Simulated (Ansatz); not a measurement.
**Which method gave which barrier?**

Saddle point of InH$_{2}$ClO$_{2}$, singlet (InH₂ClO₂ ([OH][In]([OH])[Cl]) → InClO + H₂O (still joined by a long In–O bond); bonds formed: O2–H4; bonds broken: O3–H4; bonds weakened to dative contacts: In1–O2), PBE0-D4/def2-TZVP structure:

```
atom    x (Å)    y (Å)    z (Å)
 In1  -0.7700   0.5814   0.4947
  O2   1.0258  -0.5396  -0.2499
  O3  -1.2664  -1.1767   0.0246
  H4   0.0886  -1.1645  -0.3015
 Cl5  -0.5421   2.7443   1.1316
  H6   1.4642  -0.4449  -1.0994
```

Ansatz 0.2.0; basis: def2-TZVPP, with def2-QZVPP for the basis limit; cores frozen in the correlated methods. Filled d shells of the heavier atoms are correlated. Core potentials replace the inner electrons of the atoms past krypton. The def2 sets are not built for correlating such inner shells, so the correlated values are less sure here. Extrapolation: Hartree–Fock as exp(−7.88 √X), correlation as X^−2.97. Four methods, as single points on the PBE0-D4 structures, gave these electronic barriers from the start structure: 34.64, 38.70, 42.62, 60.95 kcal/mol.

(1) The methods were, in alphabetical order, CCSD(T), HF, PBE-D4, r2SCAN-D4. Which gave which? (Judge from chemistry; the calculation decides.)

T1 diagnostic: at most 0.023. The restricted Hartree–Fock reference is unstable towards an unrestricted one at one or more of these structures.

Answers

(1) The calculation gives: PBE-D4 34.64; r2SCAN-D4 38.70; CCSD(T) 42.62; HF 60.95 kcal/mol. For comparison, CCSD(T) at an estimated basis limit (MP2 extrapolated from triple and quadruple zeta, plus CCSD(T) − MP2 in triple zeta) gives 42.87 kcal/mol.

Labels in which every atom is bracketed show which atoms are joined, not bond orders.

For scale, one of the runs: CCSD(T)/def2-TZVPP, 182 basis functions, launched by `ansatz run in.yaml --threads 4 --pin off --events-out ev --progress --plain --max-ram 9574MiB`. The run took 60 s on 4 CPU threads of an Arm Neoverse V1 (shared host), with 2 GiB of host memory at its peak.
